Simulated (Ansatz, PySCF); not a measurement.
This PySCF input computes a PBE0/def2-TZVPD energy:

```python
from pyscf import gto, scf, dft

mol = gto.M(
    atom='''
    Cl   -0.00000000   -0.00000000   -1.39210320
    Br    0.00000000    0.00000000    0.67616441
    ''',
    basis='def2-tzvpd',
    charge=1,
    spin=1,
    symmetry='C2v',
    verbose=4,
)

mf = dft.UKS(mol, xc='pbe0').density_fit(auxbasis='def2-universal-jkfit')
mf.grids.level = 3
mf.conv_tol = 1e-9
mf.max_cycle = 100
mf.max_memory = 1500
mf.kernel()
if not mf.converged:
    mf = mf.newton()
    mf.kernel(mf.make_rdm1())
mf.analyze()
```

**Question.** Write an input for the same energy in Ansatz (a first-principles code) and say what it gives.

**Answer.** 
Ansatz 0.2 input:
```yaml
crystal:
  periodic: [false, false, false]
  atoms:
    - {symbol: Cl, position_ang: [-0.00000000, -0.00000000, -1.39210320]}
    - {symbol: Br, position_ang: [0.00000000, 0.00000000, 0.67616441]}
basis:
  gaussian:
    orbitals: def2-TZVPD
hamiltonian:
  xc: {name: PBE0}
total_charge: 1
magnetization: {spin_polarized: true, initial_magnetization: 1}
output: {forces: true}
```
It gives -3033.49998 Eh, and PySCF -3033.50001 Eh, a difference of 0.03 mEh, from the treatment of integrals and grids.
